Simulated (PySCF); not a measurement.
Job file and geometry (Å, from GFN2-xTB) of an NMR shielding run on `N[SiH2][C@@H]1CC=C[C@@H]1F`, C₅H₁₀FNSi, PySCF, GIAO PBE0/pcSseg-1 NMR shielding, non-relativistic, gas phase; density fitting, a coarse starting grid and PySCF grid level 2 are the driver's defaults:

```
$ OMP_NUM_THREADS=1 python probes_run.py task.json out

{"job": {"kind": "nmr", "xc": "PBE0", "basis": "pcSseg-1"}, "charge": 0, "multiplicity": 1}
N      2.809472    -0.312474    -0.293301
Si     1.552514     0.745995     0.219434
C      0.017113     0.277529    -0.809879
C     -1.212727     1.142072    -0.476617
C     -2.321912     0.156560    -0.296682
C     -1.906704    -1.096352    -0.367534
C     -0.426849    -1.170977    -0.587007
F      0.186968    -1.726990     0.543831
H      2.628270    -1.303591    -0.247846
H      3.743252    -0.130058     0.037159
H      1.987719     2.091838    -0.163462
H      1.178417     0.723241     1.639177
H      0.246734     0.389841    -1.870282
H     -1.435598     1.854228    -1.273380
H     -1.080384     1.719393     0.442964
H     -3.335736     0.476288    -0.122866
H     -2.499747    -1.985802    -0.246673
H     -0.139561    -1.844422    -1.403453
```

Problem. What does the program print?

Solution. 
```
coarse grid: 15408 points
cycle   1  E = -639.9409116521  dE =  9.956e-01  |g| = 6.488e-01  |ddm| = 3.811e+00
cycle   2  E = -639.8919371932  dE =  4.897e-02  |g| = 8.517e-01  |ddm| = 1.242e+00
cycle   3  E = -640.0249631128  dE = -1.330e-01  |g| = 6.929e-02  |ddm| = 7.519e-01
cycle   4  E = -640.0256611553  dE = -6.980e-04  |g| = 3.607e-02  |ddm| = 8.383e-02
cycle   5  E = -640.0259464147  dE = -2.853e-04  |g| = 6.031e-03  |ddm| = 3.724e-02
cycle   6  E = -640.0259528843  dE = -6.470e-06  |g| = 2.532e-03  |ddm| = 6.955e-03
final grid: 144288 points
cycle   7  E = -640.0770584285  dE = -3.377e-05  |g| = 1.134e-02  |ddm| = 3.747e-02
cycle   8  E = -640.0770325610  dE =  2.587e-05  |g| = 1.630e-02  |ddm| = 2.330e-02
cycle   9  E = -640.0770862565  dE = -5.370e-05  |g| = 1.009e-03  |ddm| = 1.317e-02
cycle  10  E = -640.0770864228  dE = -1.663e-07  |g| = 3.073e-04  |ddm| = 1.073e-03
cycle  11  E = -640.0770864372  dE = -1.445e-08  |g| = 5.980e-05  |ddm| = 2.630e-04
cycle  12  E = -640.0770864378  dE = -5.889e-10  |g| = 2.772e-05  |ddm| = 7.255e-05
converged SCF energy = -640.0770864378

GIAO shielding tensors (ppm)
atom      isotropic    diamagn.    paramagn.     s11        s22        s33       span
  0 N      256.976     316.342     -59.366    225.148    256.957    288.825     63.677
  1 Si     383.326     879.528    -496.203    338.912    365.409    445.656    106.744
  2 C      155.577     254.043     -98.466    133.253    163.877    169.602     36.349
  3 C      149.377     247.075     -97.699    125.097    150.996    172.037     46.940
  4 C       38.672     255.885    -217.214    -70.153     45.108    141.059    211.212
  5 C       49.694     254.651    -204.958    -57.715     68.901    137.895    195.609
  6 C       81.653     240.292    -158.640     42.620     79.253    123.085     80.465
  7 F      350.426     477.553    -127.127    295.135    368.891    387.252     92.117
  8 H       31.263      31.981      -0.719     22.604     30.173     41.011     18.407
  9 H       31.566      28.417       3.148     23.741     26.776     44.180     20.439
 10 H       27.114      29.459      -2.345     23.374     25.862     32.107      8.733
 11 H       26.905      30.088      -3.184     23.720     25.493     31.501      7.781
 12 H       29.693      32.654      -2.962     25.205     28.177     35.697     10.492
 13 H       29.198      30.016      -0.818     24.193     27.298     36.104     11.911
 14 H       29.324      30.773      -1.448     24.512     28.927     34.534     10.022
 15 H       25.299      30.216      -4.917     24.037     25.469     26.390      2.353
 16 H       25.479      30.316      -4.837     23.734     25.408     27.294      3.560
 17 H       25.608      30.494      -4.886     22.487     25.308     29.029      6.542
```

Problem. Turn these shieldings into chemical shifts. δ = σ(ref) − σ, references computed at the same level: NH3 for $^{15}$N (σref 267.73); $^{29}$Si (σref 349.16), $^{13}$C (σref 186.93), $^{1}$H (σref 31.72) against TMS; CFCl3 for $^{19}$F (σref 170.95).

Solution. Averaging equivalent atoms: N 0: 10.8; Si 1: -34.2; C 4: 148.3; C 5: 137.2; C 6: 105.3; C 3: 37.5; C 2: 31.3; F 7: -179.5; H 15: 6.42; H 16: 6.24; H 17: 6.11; H 11: 4.81; H 10: 4.60; H 13: 2.52; H 14: 2.39; H 12: 2.02; H 8/9: 0.30 ppm. Unscaled 19F shifts against computed CFCl3 carry errors that often reach 10 to 50 ppm. Experimental scales use liquid or dissolved standards, which lie at an offset from isolated NH3 (liquid NH3: subtract about 20 ppm).

Size and cost of the density-fitted run: 193 basis functions, 23 s wall time on 1 thread of an Arm Neoverse V2, shared host; peak memory 0.85 GiB.
